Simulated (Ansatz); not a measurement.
Reaction (cleavage of the Si–Al bond): `[NH2][AlH][SiH]([SiH3])Cl` + CH₃OH → `CO[SiH]([SiH3])Cl` + `[NH2][AlH2]`

Program: Ansatz. Geometries: PBE0-D4/def2-TZVP. ΔE: electronic, gas phase. CBS: MP2 limit from def2 TZ/QZ plus the TZ coupled-cluster correction, frozen cores. This one scheme is used for every species. Each species was taken in one conformer, which may not be the lowest.

`[NH2][AlH][SiH]([SiH3])Cl`:

Cartesian coordinates in Å:
```
N 0.819 -1.010 2.013
Al -0.137 -1.759 0.731
Si -0.646 -0.311 -1.184
Si -0.151 1.943 -0.796
Cl 0.558 -0.947 -2.772
H 1.136 -1.479 2.847
H 1.154 -0.060 2.001
H -0.560 -3.277 0.888
H -2.053 -0.402 -1.670
H 1.234 2.063 -0.262
H -1.091 2.473 0.232
H -0.264 2.766 -2.029
```

CH₃OH:

Z-matrix (Å, degrees):
```
C
O 1 1.409
H 1 1.097 2 112.4
H 1 1.090 2 107.0 3 -118.5
H 1 1.097 2 112.4 3 123.0
H 2 0.959 1 108.5 3 -61.6
```

`CO[SiH]([SiH3])Cl`:

Z-matrix (Å, degrees):
```
C
O 1 1.413
H 1 1.096 2 111.4
H 1 1.094 2 110.8 3 -121.3
H 1 1.091 2 108.0 3 119.4
Si 2 1.632 1 124.1 3 50.2
Cl 6 2.070 2 110.4 1 62.3
Si 6 2.334 2 107.6 1 -179.0
H 6 1.488 2 110.1 1 -52.8
H 8 1.485 6 109.5 2 -59.7
H 8 1.487 6 110.2 2 60.9
H 8 1.487 6 108.9 2 -179.4
```

`[NH2][AlH2]`:

Cartesian coordinates in Å:
```
N 0.047 0.743 0.570
Al -0.042 -0.656 -0.504
H 0.746 1.467 0.516
H -0.593 0.933 1.324
H 1.055 -0.791 -1.638
H -1.213 -1.696 -0.270
```

```
                    species  HF/def2-TZVPP energy (Eh)
`[NH2][AlH][SiH]([SiH3])Cl`                -1337.95967
                      CH₃OH                 -115.09501
        `CO[SiH]([SiH3])Cl`                -1154.34320
              `[NH2][AlH2]`                 -298.75458
```

(1) Work out ΔE.

Largest T1 diagnostic among the species: 0.012.

## Answers

(1) ΔE = (-1154.34320) + (-298.75458) − (-1337.95967) − (-115.09501) = -0.04310 Eh = -113.2 kJ/mol. CCSD(T)/CBS gives -92.1 kJ/mol.

From PBE to PBE0 (25 % exact exchange), in def2-TZVPP and without D4, ΔE moves by −5.5 kJ/mol. In def2-TZVPP, CCSD(T) changes the Hartree–Fock value by +20.1 kJ/mol (the triples alone add +2.4 kJ/mol) and MP2 by +12.1 kJ/mol.
